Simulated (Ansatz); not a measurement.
`[CH2]1[O][SnH2]1`. The species carries charge 0 and has multiplicity 1. Correlated methods include outer-core shells of Sn, which these sets cover unevenly. Sn takes the def2 core potential.

Z-matrix (Å, degrees):
```
C
Sn 1 2.220
O 1 1.301 2 72.6
H 1 1.098 2 110.0 3 116.2
H 1 1.098 2 110.0 3 -116.2
H 2 1.715 1 113.6 3 62.1
H 2 1.715 1 113.6 3 -62.1
```

(1) Give the diagnostics of a CCSD(T)/def2-TZVPP run (frozen core, Ansatz). (An estimate is asked.)

Results:

(1) Ansatz gave: T1 = 0.0187, largest single amplitude 0.055, largest double 0.107, (T) share of the correlation energy 4.0 %, 11 CCSD cycles. The RHF solution is unstable towards an unrestricted one. T1 lies under the customary mark of 0.02 for closed shells.
